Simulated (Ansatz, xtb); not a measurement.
C3H9GeNSi: which of two isomers lies lower

Structure X is `CC#C[Si@H](N)[GeH3]`, a singlet and structure Y is `N#CC[SiH2][CH2][GeH3]`, a singlet. Both are isolated molecules in the gas phase, relaxed with PBE-D3(BJ)/def2-SVP; the shapes shown needn't be the lowest conformers.

X (Å):

```xyz
15

C    -2.2026   -3.0624   -0.8580
C    -1.5215   -2.2462    0.1336
C    -0.9459   -1.5517    0.9730
Ge    1.2147    1.1641    1.0207
N    -1.2056    0.3273    3.1776
Si   -0.0394   -0.5133    2.1785
H    -3.2983   -3.0794   -0.6796
H    -1.8419   -4.1122   -0.8354
H    -2.0373   -2.6712   -1.8839
H     0.9337   -1.4221    2.9009
H    -1.9164   -0.2417    3.6482
H    -0.8419    1.0320    3.8258
H     2.3796    0.5381    0.2064
H     1.8398    2.1812    2.0202
H     0.3112    1.9618    0.0428
```

Y (Å):

```xyz
15

C     1.3231    2.1827   -2.2887
C     0.8798    2.6273   -0.9796
C     1.3028   -0.3128   -0.0641
Ge   -0.5946   -0.8265   -0.2709
N     1.7050    1.7545   -3.3120
Si    1.5902    1.4864    0.4027
H    -0.2299    2.6095   -0.9345
H     1.2017    3.6739   -0.7958
H     3.0550    1.7978    0.5431
H     0.8846    1.8538    1.6806
H     1.7592   -0.9740    0.7018
H     1.8204   -0.5121   -1.0265
H    -1.3349   -0.6327    1.0795
H    -0.7014   -2.3099   -0.7079
H    -1.2700    0.0702   -1.3421
```

Quicker runs give these differences E(Y) − E(X): GFN2-xTB +3.3 kcal/mol; HF/STO-3G −30.7 kcal/mol (at GFN2-xTB geometries); r2SCAN-D4/def2-SVP −9.2 kcal/mol (at GFN2-xTB geometries).

Q: Which of the two would you expect CCSD(T)/def2-SVP + ΔMP2/def2-TZVPP electronic energies to favour?

A: Structure Y; the calculation gives E(Y) − E(X) = −8.2 kcal/mol.

How the difference moves with the method:

```tsv
level	geometry	E(Y) − E(X) (kcal/mol)	departure from the last row (kcal/mol)	job, with rough time for the two
GFN2-xTB	GFN2-xTB	+3.3	+11.5	optimisation, 0.29 s
HF/STO-3G	GFN2-xTB	−30.7	−22.5	single point, 0.5 s
r2SCAN-D4/def2-SVP	GFN2-xTB	−9.2	−1.0	single point, 4.3 s
PBE-D3(BJ)/def2-SVP	PBE-D3(BJ)/def2-SVP	−9.2	−1.0	optimisation, 45 s
HF/def2-SVP	PBE-D3(BJ)/def2-SVP	−9.8	−1.6	part of the CCSD(T) run
MP2/def2-SVP	PBE-D3(BJ)/def2-SVP	−14.5	−6.3	part of the CCSD(T) run
CCSD(T)/def2-SVP	PBE-D3(BJ)/def2-SVP	−14.0	−5.8	single point
CCSD(T)/def2-SVP + ΔMP2/def2-TZVPP	PBE-D3(BJ)/def2-SVP	−8.2		single point, 91 s
```

As drawn, Y has 1 C≡N, 1 C–Si, 1 C–Ge, 1 C–H, 1 Si–H in place of 1 C≡C, 1 N–Si, 1 Ge–Si, 2 N–H.

GFN2-xTB puts the two in the other order. The largest departure from CCSD(T)/def2-SVP + ΔMP2/def2-TZVPP is that of HF/STO-3G, 22.5 kcal/mol. A small imaginary or near-zero mode remains, so no thermal terms are given. The last row adds to CCSD(T) the change of the MP2 difference between the two basis sets, here +5.8 kcal/mol, a large step that makes the value less sure.

The correlated steps freeze 18 core orbitals; the filled d shell of Ge is correlated, in a basis made for valence electrons. Run with Ansatz 0.2.0, xtb 6.7.1; the last row on 4 threads of Arm Neoverse V1 on a shared host.
